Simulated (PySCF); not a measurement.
2-fluoro-3-methylbuta-1,3-diene (C₅H₇F), SMILES C=C(C)C(=C)F.

Geometry optimised at PBE0-D3(BJ)/def2-SVP. Other conformers were not sampled.

All values below come from TDDFT-ωB97X/def2-SVPD in PySCF 2.14.0.

Vertical excitations. Gas-phase values at a fixed geometry. State labels are in the subgroup Cs.

```json
[
 {"state": "S1", "symmetry": "A'", "energy (eV)": "5.93", "λ (nm)": "209", "f": "0.630", "main pairs": "HOMO→LUMO 99 %"},
 {"state": "S2", "symmetry": "A\"", "energy (eV)": "7.16", "λ (nm)": "173", "f": "0.003", "main pairs": "HOMO→LUMO+1 83 %"},
 {"state": "S3", "symmetry": "A'", "energy (eV)": "7.27", "λ (nm)": "170", "f": "0.013", "main pairs": "HOMO−1→LUMO 99 %"},
 {"state": "S4", "symmetry": "A\"", "energy (eV)": "7.81", "λ (nm)": "159", "f": "0.005", "main pairs": "HOMO−2→LUMO 93 %"},
 {"state": "S5", "symmetry": "A\"", "energy (eV)": "8.07", "λ (nm)": "154", "f": "0.076", "main pairs": "HOMO→LUMO+2 74 %, HOMO−1→LUMO+1 18 %"},
 {"state": "S6", "symmetry": "A\"", "energy (eV)": "8.25", "λ (nm)": "150", "f": "0.000", "main pairs": "HOMO−3→LUMO 86 %"},
 {"state": "S7", "symmetry": "A\"", "energy (eV)": "8.38", "λ (nm)": "148", "f": "0.001", "main pairs": "HOMO→LUMO+3 54 %, HOMO→LUMO+4 15 %"},
 {"state": "S8", "symmetry": "A'", "energy (eV)": "8.51", "λ (nm)": "146", "f": "0.025", "main pairs": "HOMO→LUMO+5 96 %"},
 {"state": "S9", "symmetry": "A\"", "energy (eV)": "8.76", "λ (nm)": "141", "f": "0.006", "main pairs": "HOMO→LUMO+8 28 %, HOMO→LUMO+3 25 %, HOMO→LUMO+7 10 %, HOMO→LUMO+4 10 %"},
 {"state": "S10", "symmetry": "A\"", "energy (eV)": "8.86", "λ (nm)": "140", "f": "0.000", "main pairs": "HOMO→LUMO+4 48 %, HOMO→LUMO+8 15 %, HOMO→LUMO+6 9 %"},
 {"state": "T1", "symmetry": "A'", "energy (eV)": "3.36", "λ (nm)": "369", "f": "0", "main pairs": "HOMO→LUMO 91 %"},
 {"state": "T2", "symmetry": "A'", "energy (eV)": "4.86", "λ (nm)": "255", "f": "0", "main pairs": "HOMO−1→LUMO 70 %, HOMO→LUMO+5 22 %"},
 {"state": "T3", "symmetry": "A\"", "energy (eV)": "7.20", "λ (nm)": "172", "f": "0", "main pairs": "HOMO→LUMO+1 82 %"},
 {"state": "T4", "symmetry": "A\"", "energy (eV)": "7.43", "λ (nm)": "167", "f": "0", "main pairs": "HOMO−2→LUMO 93 %"}
]
```
Triplets are in the Tamm–Dancoff approximation, which puts them higher than full response would, so one can lie above its singlet here.
